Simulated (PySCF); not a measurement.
# Electronic absorption of Cd(vinyl)2

Cd(vinyl)2, C4H6Cd (singlet state).
Cartesian coordinates in Å at the PBE0-D3(BJ)/def2-SVP level; atoms count from 1:
```xyz
11
C4H6Cd angstrom
Cd    -0.5274   -0.1581    0.0015
C     -0.4503   -0.3464    2.0876
C      0.6604   -0.6244    2.7837
H     -1.3692   -0.2071    2.6748
H      1.6359   -0.7839    2.3088
H      0.6581   -0.7106    3.8790
C     -0.5814    0.0384   -2.0845
C      0.1919    0.8786   -2.7859
H     -1.2784   -0.5814   -2.6665
H      0.9250    1.5466   -2.3178
H      0.1354    0.9483   -3.8808
```

Computed, not measured: TDDFT CAM-B3LYP/def2-SVPD, vertical, gas phase, core orbitals frozen in the response, def2 core potentials past Kr in PySCF 2.14.0, density-fitted response routines. Spin–orbit coupling is left out.

| state | E (eV) | ν̃ (cm⁻¹) | f | \|μ\| (D) | symmetry | main configurations (H = HOMO, L = LUMO) |
| --- | --- | --- | --- | --- | --- | --- |
| S1 | 5.15 | 41500 | 0.0011 | 0.24 | – | H→L (92%) |
| S2 | 5.40 | 43560 | 0.0081 | 0.63 | B | H→L+1 (90%) |
| S3 | 6.20 | 49980 | 0.0001 | 0.06 | – | H-1→L+1 (83%) |
| S4 | 6.21 | 50050 | 0.136 | 2.40 | B | H-1→L (59%), H→L+3 (17%), H-3→L (10%) |
| S5 | 6.28 | 50630 | 0.0014 | 0.25 | – | H→L+3 (28%), H-2→L+1 (22%), H-3→L (17%) |
| S6 | 6.41 | 51680 | 0.138 | 2.38 | B | H-2→L+1 (65%), H-1→L (19%) |
| S7 | 6.47 | 52150 | 0.055 | 1.49 | A | H-2→L (84%) |
| S8 | 6.73 | 54290 | 0.605 | 4.87 | B | H→L+2 (78%) |
| S9 | 6.75 | 54420 | 0.024 | 0.98 | A | H→L+4 (36%), H-3→L+1 (26%), H→L+5 (10%) |
| S10 | 6.88 | 55460 | 0.0065 | 0.50 | A | H-1→L+2 (83%) |

Triplets, Tamm–Dancoff:

| state | E (eV) | λ (nm) | main configurations (H = HOMO, L = LUMO) |
| --- | --- | --- | --- |
| T1 | 4.15 | 299.0 | H-1→L (41%), H-2→L+3 (25%), H-2→L+1 (13%) |
| T2 | 4.18 | 297.0 | H-2→L (37%), H-1→L+3 (28%), H-1→L+1 (15%) |
| T3 | 4.76 | 260.3 | H→L (84%) |
| T4 | 5.03 | 246.5 | H→L+1 (68%), H→L+3 (13%), H-3→L (12%) |

The lowest singlet comes at 241 nm (496 kJ/mol) in the ultraviolet; it is very weak; its leading configuration is HOMO→LUMO (92%). The most intense listed level is S8 at 6.73 eV (184 nm, f = 0.605), 1.59 eV above S1. S3/S4 lie within about 0.01 eV of each other. For S1 the Löwdin share of cadmium is 16% in HOMO and 54% in LUMO; for S8 the Löwdin share of cadmium is 16% in HOMO and 53% in LUMO+2. Of the 10 states listed, 5 reach f = 0.01 and 1 stays under 0.0005. The listed states span 1.73 eV, and the widest gap between neighbours is 0.80 eV (S2 to S3). The vertical ionisation energy (ΔSCF) is 9.16 eV, 2.28 eV above S10. Symmetry labels in C2 follow from the direction of the transition dipole and are given only for states with f of 0.002 or more. The window holds the lowest 10 singlets.

Hardware: an Arm Neoverse V1 with one thread, on a shared host. Cost: 73 s.
